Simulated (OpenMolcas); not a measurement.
## Ti3+, Zr3+, Hf3+: d down the group

| Item | Value |
| --- | --- |
| Program | OpenMolcas 26.06 |
| Method | XMS-CASPT2, IPEA 0.25 Eh, imaginary shift 0.1 Eh |
| Basis | ANO-RCC-VTZP |
| Scalar Hamiltonian | DKH2, point nucleus |
| Spin-orbit coupling | RASSI with atomic mean-field integrals over the reference wave functions, term energies averaged over their components |

Active space for each ion: 1 electron in 5 orbitals (d); closed shells correlated by CASPT2: Ti3+ 3s 3p; Zr3+ 4s 4p; Hf3+ 5s 5p.

Computed levels in cm-1 above 2D 3/2:

| Level | Ti3+ | Zr3+ | Hf3+ |
| --- | --- | --- | --- |
| 2D 5/2 | 373 | 1226 | 4910 |
| weight of 2D in the lowest level (%) | 100 | 100 | 100 |

Measured, with the error of the calculation in %. Measured levels: Ti3+ from Corliss and Sugar, J. Phys. Chem. Ref. Data 8, 1 (1979); Zr3+ from the list in Rauch et al., Astron. Astrophys. 599, A142 (2017).

| Level | Ti3+ | Zr3+ |
| --- | --- | --- |
| 2D 5/2 | 382 (-2.3) | 1251 (-2.0) |

The fine-structure level 2D 5/2 changes by a factor of 13.2 from Ti3+ to Hf3+.

CASPT2 breaks the degeneracy within a term, and the mean is taken; among the terms shown or strongly mixed into the levels shown the widest spread is 55 cm-1 (3d 2D, Ti3+). With one active electron, CASPT2 adds the correlation within the correlated inactive shells and between them and that electron, and leaves the splitting within a term as the reference gives it. Measured partners are found by configuration, term and J. A level has none where our copy of the source lacks it or the pairing is in doubt (some pairs that miss far off the trend of their configuration count as doubtful), and it then counts in no deviation. Only configurations of the active space appear.
